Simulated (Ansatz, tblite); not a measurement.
Forces on Rb₂F₃⁻ at its PBE0-D4/def2-SVPD geometry. Total charge -1; singlet.

In the def2 sets Rb takes a core potential; there is no spin–orbit coupling. The xTB rows come from tblite. Another isomer (singlet) lies 0.02 eV lower at PBE0-D4/def2-TZVPD; other spin states weren't run for this one.

GFN1-xTB (tblite), largest force 0.51 eV/Å:

```xyz
5
positions Å, forces eV/Å
Rb   -2.210    1.277    0.527   -0.013    0.011    0.003
Rb    2.206   -1.285   -0.527    0.015   -0.006   -0.003
F    -4.320    2.516    1.029    0.430   -0.253   -0.103
F    -0.003   -0.006    0.005    0.000   -0.001    0.000
F     4.327   -2.502   -1.034   -0.432    0.248    0.103
```

GFN2-xTB (tblite), largest force 0.57 eV/Å:

```
Rb -0.484 0.284 0.116
Rb 0.486 -0.279 -0.116
F 0.484 -0.285 -0.115
F 0.001 0.000 -0.001
F -0.487 0.279 0.116
```

PBE-D4/def2-TZVPD (Ansatz), largest force 0.11 eV/Å:

```
Rb 0.022 -0.013 -0.005
Rb -0.026 0.015 0.006
F -0.090 0.052 0.021
F 0.003 -0.002 -0.001
F 0.091 -0.052 -0.022
```
